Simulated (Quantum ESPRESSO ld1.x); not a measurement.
All-electron atom: the palladium ion Pd3+ in [Kr] 4d7 (the NIST ground configuration). Calculated with ld1.x of Quantum ESPRESSO 7.5: Dirac Kohn-Sham, revPBE, spin-unpolarised, spherical densities, point nucleus; open shells are shared between the two j in proportion to 2j + 1; speed of light set to 205.554 atomic units (1.5 times the physical value, a model run).

Unscreened Slater integrals over Kohn-Sham orbitals (hartree). Large and small components are both included.

| integral | value |
|---|---|
| F0(4d5/2,4d5/2) | 0.69593 |
| F2(4d5/2,4d5/2) | 0.35035 |
| F4(4d5/2,4d5/2) | 0.23011 |
| F0(4d5/2,4d3/2) | 0.69745 |
| F2(4d5/2,4d3/2) | 0.35110 |
| G2(4d5/2,4d3/2) | 0.35103 |
| G4(4d5/2,4d3/2) | 0.23057 |
| F0(4d5/2,4p3/2) | 0.76880 |
| F2(4d5/2,4p3/2) | 0.38408 |
| G1(4d5/2,4p3/2) | 0.48513 |
| G3(4d5/2,4p3/2) | 0.29763 |
| F0(4d5/2,4p1/2) | 0.77235 |
| G3(4d5/2,4p1/2) | 0.29682 |
| F0(4d3/2,4d3/2) | 0.69899 |
| F2(4d3/2,4d3/2) | 0.35187 |
| F0(4d3/2,4p3/2) | 0.77087 |
| F2(4d3/2,4p3/2) | 0.38558 |
| G1(4d3/2,4p3/2) | 0.48744 |
| G3(4d3/2,4p3/2) | 0.29910 |
| F0(4d3/2,4p1/2) | 0.77445 |
| G1(4d3/2,4p1/2) | 0.48658 |
| F0(4p3/2,4p3/2) | 0.86965 |
| F2(4p3/2,4p3/2) | 0.45742 |
| F0(4p3/2,4p1/2) | 0.87489 |
| G2(4p3/2,4p1/2) | 0.45988 |
| F0(4p1/2,4p1/2) | 0.88025 |
